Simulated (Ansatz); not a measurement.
The same hydrolysis along the group B, Al, Ga, In.

Program: Ansatz. Geometries: PBE0-D4/def2-TZVP. ΔE: electronic, gas phase. CCSD(T)/CBS adds triple-zeta CCSD(T) − MP2 to the extrapolated MP2 energy (def2 sets, frozen cores). This one scheme is used for every species. Functionals use def2-TZVPP. B3LYP here is the variant with VWN-RPA as its local correlation; programs differ in this. def2 core potentials past Kr. For Ga, In outer-core shells are correlated without core-valence functions, which leaves a few kJ/mol of doubt a bond. Scalar relativity is left out up to krypton. Each species was taken in one conformer, which may not be the lowest.

```csv
reaction,CCSD(T)/CBS(def2) (kcal/mol)
`OB(F)F` + H₂O → `OB(O)F` + H–F,3.1
`[OH][Al]([F])[F]` + H₂O → `[OH][Al]([OH])[F]` + H–F,?
`[OH][Ga]([F])[F]` + H₂O → `[OH][Ga]([OH])[F]` + H–F,3.9
`[OH][In]([F])[F]` + H₂O → `[OH][In]([OH])[F]` + H–F,4.8
```

Fill in the missing values. (An estimate is asked.)

Computed: `[OH][Al]([F])[F]` + H₂O → `[OH][Al]([OH])[F]` + H–F: +11.0 kcal/mol.

Largest T1 diagnostic: 0.018, for `[OH][In]([F])[F]`.
